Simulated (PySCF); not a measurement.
A side-by-side comparison of computed properties.

First species: C4HF5.
InChI=1S/C4HF5/c5-3(6)1-2-4(7,8)9/h3H

Second species: Si(vinyl)2Ph2, C16H16Si.
SMILES: `C=C[Si](C=C)(c1ccccc1)c1ccccc1`

Levels: CAM-B3LYP/def2-SVPD for HOMO energy, LUMO energy, HOMO–LUMO gap and static isotropic polarisability; TDDFT CAM-B3LYP/def2-SVPD for lowest singlet excitation; TDA CAM-B3LYP/def2-SVPD for lowest triplet excitation (Tamm–Dancoff). Geometries: PBE0-D3(BJ)/def2-SVP. Each species is one conformer at its optimised geometry, gas phase, non-relativistic unless stated. Electronic properties by PySCF.

```csv
property,column X,column Y
HOMO energy,-8.40 eV,-11.10 eV
LUMO energy,0.26 eV,0.01 eV
HOMO–LUMO gap,8.66 eV,11.11 eV
lowest singlet excitation,5.36 eV,6.23 eV
lowest triplet excitation (Tamm–Dancoff),4.02 eV,5.08 eV
static isotropic polarisability,207.5 au,51.7 au
```

(1) Which column belongs to which species?

(2) How does each property change from the first species to the second?

## Answers

(1) Column X is the second species and column Y the first. The first has 10 atoms and 70 electrons, the second 33 and 126.

(2) HOMO energy +2.70 eV; LUMO energy +0.25 eV; HOMO–LUMO gap -2.45 eV; lowest singlet excitation -0.87 eV; lowest triplet excitation (Tamm–Dancoff) -1.06 eV; static isotropic polarisability +155.8 au.

On the first: The vertical singlet–triplet gap S1 − T1 is 1.15 eV (TDDFT singlet less Tamm–Dancoff triplet; S1: HOMO→LUMO, weight 0.77; T1: HOMO−1→LUMO, weight 0.55, beside HOMO→LUMO+1, weight 0.35). The polarisability is 7.66 Å³ as a volume (1 au = 0.148185 Å³), or 0.74 au for each of the 70 electrons.

On the second: S1 lies 3.30 eV below the HOMO–LUMO gap. The vertical singlet–triplet gap S1 − T1 is 1.34 eV (TDDFT singlet less Tamm–Dancoff triplet).
